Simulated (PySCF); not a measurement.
A geometry optimisation on `C=CC1=C[C@@H]2C=C[C@@]3(Cl)[C@@H]2[C@@H]13`.

Computed with PBE0-D3(BJ)/def2-SVP geometry optimisation, gas phase (PySCF 2.14.0). Start geometry: GFN2-xTB. The input is one job of a driver script: a line of settings, then coordinates in Å.

Input:
```
{"job": {"xc": "PBE0", "basis": "def2-SVP", "d3": "d3bj", "grid": 1, "kind": "geom"}, "charge": 0, "multiplicity": 1}
C      1.970231     2.217583    -0.798379
C      1.965330     0.889629    -0.744883
C      0.973008     0.093275    -0.061185
C      0.842408    -1.245287    -0.135306
C     -0.396350    -1.718007     0.583012
C     -1.328512    -1.625538    -0.602969
C     -1.914552    -0.428288    -0.660157
C     -1.551572     0.365808     0.514423
Cl    -2.686639     1.573189     1.079145
C     -0.786770    -0.523087     1.453908
C     -0.062203     0.638379     0.834777
H      1.210229     2.812141    -0.320955
H      2.731377     2.756749    -1.334883
H      2.736717     0.322934    -1.250641
H      1.437462    -1.908402    -0.737831
H     -0.332977    -2.687399     1.070648
H     -1.375751    -2.394856    -1.352491
H     -2.565163    -0.057568    -1.430487
H     -1.000316    -0.616686     2.505056
H      0.128895     1.546108     1.386164
```

Question: Give the output.

Answer: 
```
step   0  E = -845.57724364  max force = 0.010868
step   1  E = -845.58097175  max force = 0.003459
step   2  E = -845.58109606  max force = 0.001397
step   3  E = -845.58108975  max force = 0.001352
step   4  E = -845.58111610  max force = 0.000607
step   5  E = -845.58112012  max force = 0.000473
step   6  E = -845.58112147  max force = 0.000195
optimisation converged
```

Energies in Eh; «max force» is the largest Cartesian gradient component in Eh/bohr.

Question: How much energy does the optimisation release, in eV?

Answer: E(step 0) − E(last step) = 0.003878 Eh, which is 0.106 eV.

In short: final energy -845.58112 Eh after 6 steps; dipole 1.84 D.

Question: Where do the atoms end?

Answer: 0.039 Å rms from the input after alignment:
```
atom  x, y, z in Å
C1     1.7954    2.3383   -0.2750
C2     1.7818    0.9990   -0.2179
C3     0.7967    0.2047    0.4939
C4     0.6649   -1.1423    0.4321
C5    -0.6143   -1.5966    1.1093
C6    -1.5955   -1.5214   -0.0518
C7    -2.1800   -0.3135   -0.1074
C8    -1.7703    0.4966    1.0536
Cl9   -2.8971    1.6986    1.6649
C10   -0.9988   -0.3820    1.9809
C11   -0.2628    0.7664    1.3632
H12    1.0342    2.9434    0.2257
H13    2.5643    2.8732   -0.8368
H14    2.5564    0.4326   -0.7467
H15    1.2777   -1.8022   -0.1868
H16   -0.5634   -2.5683    1.6216
H17   -1.6512   -2.2872   -0.8288
H18   -2.8141    0.0684   -0.9083
H19   -1.2243   -0.4550    3.0467
H20   -0.0893    1.6875    1.9244
```

Cost: about 6 min of CPU time on one thread; the machine was shared, so the figure is rough.
Labels such as C1 count atoms from 1, the log's own numbers from 0.
